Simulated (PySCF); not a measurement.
**State search for NaCd⁺**

Unrestricted PBE0; PySCF, scalar-relativistic core potentials, basis sets Na cc-pVDZ, Cd cc-pVDZ-PP with ECP28. Outer shells of the fragments: Na+ closed shells only; Cd 4d10 5s2.

Followed along the bond (rough minima from three points):

| 2Ms+1 | unpaired | ⟨S²⟩ at the start | R at minimum (Å) | Te (eV) |
| --- | --- | --- | --- | --- |
| 1 | none | 0.00 | 3.13 | 0.00 |
| 3 | σ ↑↑ | 2.00 | none in the scan | ≤ 3.10 |

Solutions found at the starting distance of 3.075 Å, counted from the lowest of them; the search is not exhaustive and high or unbound solutions are not listed, so other states can lie among these:

```tsv
2Ms+1	unpaired	term	E (eV)	⟨S²⟩	⟨Lz²⟩	μ (D)
1	none	¹Σ⁺	0.00	0.00	0.00	-8.64
3	σ ↑↑	³Σ⁺	3.25	2.00	0.00	-7.12
3	σ ↑, π ↑	³Π	4.19	2.00	1.00	-8.38
1	σ ↑, π ↓	mixed	4.86	1.00	1.00	-7.87
```

A term symbol is given only where ⟨S²⟩ and ⟨Lz²⟩ are close to those of a pure state; real π, δ and φ orbitals otherwise mix terms. A positive dipole points towards Cd; it is taken about the centre of mass and depends on that origin.

Counting both spins, an empty level lies below a filled one in some of these solutions, because spin and occupation are held.
